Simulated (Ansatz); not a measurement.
```yaml
crystal:
  periodic: [false, false, false]
  atoms:
    - {symbol: F, position_ang: [-2.082191, 1.212963, -0.054059]}
    - {symbol: Si, position_ang: [-0.581201, 0.684641, 0.098609]}
    - {symbol: S, position_ang: [-0.319643, -0.977366, -1.213952]}
    - {symbol: S, position_ang: [1.640379, -1.085650, -0.564611]}
    - {symbol: H, position_ang: [0.337714, 1.777348, -0.280756]}
    - {symbol: H, position_ang: [-0.387259, 0.246463, 1.498371]}
    - {symbol: H, position_ang: [1.453499, -1.926397, 0.470697]}
basis:
  gaussian: {orbitals: 6-31G}
hamiltonian: {xc: {name: PBE0}, dispersion: rvv10}
```

```sh
$ ansatz run in.yaml --threads 2 --pin off --events-out ev --progress --plain --max-ram 4352MiB
```

(1) How does Ansatz answer? (Best estimate.)

Results:

(1) The calculation gave: The program refused the input.
```
Error: inconsistent input (hamiltonian.dispersion, hamiltonian.xc): `dispersion: rvv10` has no transferable b for PBE exchange — Sabatini et al. (2013) fitted b=6.3 to rPW86, and the PBE refits of Peng & Perdew (2017) are task-dependent (b=6.6 S22 / b=10.0 layered). Use `xc: {exchange: rpw86, correlation: pbe}` for the original rVV10 or `xc: r2scan` for the r²SCAN+rVV10 pairing
```
